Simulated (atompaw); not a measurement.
# Reading a pseudo-wave (Ni (Z = 28))

Columns: radius, all-electron u(r) and pseudo u(r) of the 3d shell (level -6.61 eV) of nickel in the configuration [Ne] 3s2 3p6 3d8.5 4s1.5 4p0; PBEsol, scalar-relativistic, PAW (atompaw) scheme, atompaw 4.2.0.5.

```json
{"r (bohr)": "0.063", "all-electron": "0.0311", "pseudo": "0.0005"}
{"r (bohr)": "0.127", "all-electron": "0.1528", "pseudo": "0.0039"}
{"r (bohr)": "0.190", "all-electron": "0.3237", "pseudo": "0.0128"}
{"r (bohr)": "0.254", "all-electron": "0.5027", "pseudo": "0.0296"}
{"r (bohr)": "0.317", "all-electron": "0.6570", "pseudo": "0.0553"}
{"r (bohr)": "0.381", "all-electron": "0.7804", "pseudo": "0.0913"}
{"r (bohr)": "0.444", "all-electron": "0.8675", "pseudo": "0.1362"}
{"r (bohr)": "0.508", "all-electron": "0.9240", "pseudo": "0.1905"}
{"r (bohr)": "0.571", "all-electron": "0.9531", "pseudo": "0.2504"}
{"r (bohr)": "0.635", "all-electron": "0.9614", "pseudo": "0.3155"}
{"r (bohr)": "0.698", "all-electron": "0.9540", "pseudo": "0.3807"}
{"r (bohr)": "0.762", "all-electron": "0.9352", "pseudo": "0.4450"}
{"r (bohr)": "0.825", "all-electron": "0.9090", "pseudo": "0.5035"}
{"r (bohr)": "0.888", "all-electron": "0.8779", "pseudo": "0.5546"}
{"r (bohr)": "0.952", "all-electron": "0.8432", "pseudo": "0.5968"}
{"r (bohr)": "1.015", "all-electron": "0.8075", "pseudo": "0.6272"}
{"r (bohr)": "1.079", "all-electron": "0.7707", "pseudo": "0.6464"}
{"r (bohr)": "1.142", "all-electron": "0.7347", "pseudo": "0.6538"}
{"r (bohr)": "1.206", "all-electron": "0.6987", "pseudo": "0.6506"}
{"r (bohr)": "1.269", "all-electron": "0.6644", "pseudo": "0.6383"}
{"r (bohr)": "1.333", "all-electron": "0.6308", "pseudo": "0.6188"}
{"r (bohr)": "1.396", "all-electron": "0.5991", "pseudo": "0.5946"}
{"r (bohr)": "1.460", "all-electron": "0.5683", "pseudo": "0.5672"}
{"r (bohr)": "1.523", "all-electron": "0.5395", "pseudo": "0.5394"}
{"r (bohr)": "1.587", "all-electron": "0.5117", "pseudo": "0.5117"}
{"r (bohr)": "1.650", "all-electron": "0.4857", "pseudo": "0.4857"}
```

Question: How many radial nodes do the two functions have?

Answer: The all-electron 3d function has n − l − 1 = 0; the pseudo-wave has 0.

Question: Is the pseudo-wave norm-conserving?

Answer: No, it belongs to a PAW set: the norm inside the radius is not constrained, and the difference is carried by the augmentation charge.
